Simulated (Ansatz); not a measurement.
Input file for Ansatz (a program for electronic structure): U-B3LYP/def2-TZVPP on FHPb (SMILES [F][PbH]), a point of a bond scan (R = 4.138 Å). Elements past Kr take the def2 small-core potentials; no spin–orbit coupling.

Ansatz 0.2 input:
```yaml
crystal:
  periodic: [false, false, false]
  atoms:
    - {symbol: Pb, position_ang: [-0.06389622, -0.11971905, 0.14987185]}
    - {symbol: H, position_ang: [-1.03984583, -1.07338678, -1.12734692]}
    - {symbol: F, position_ang: [1.45930418, 2.53979653, -2.63034845]}
basis:
  gaussian:
    orbitals: def2-TZVPP
hamiltonian:
  xc: {name: B3LYP}
magnetization: {spin_polarized: true, initial_magnetization: 0}
```

**Question.** Predict the final total energy.

**Answer.** -293.3137 hartree. Its determinant has ⟨S²⟩ = 0.48, a mixture of spin states.

**Question.** How many basis functions does it have, and what does it roughly cost on one machine?

**Answer.** 95 functions; roughly 14 core-seconds.
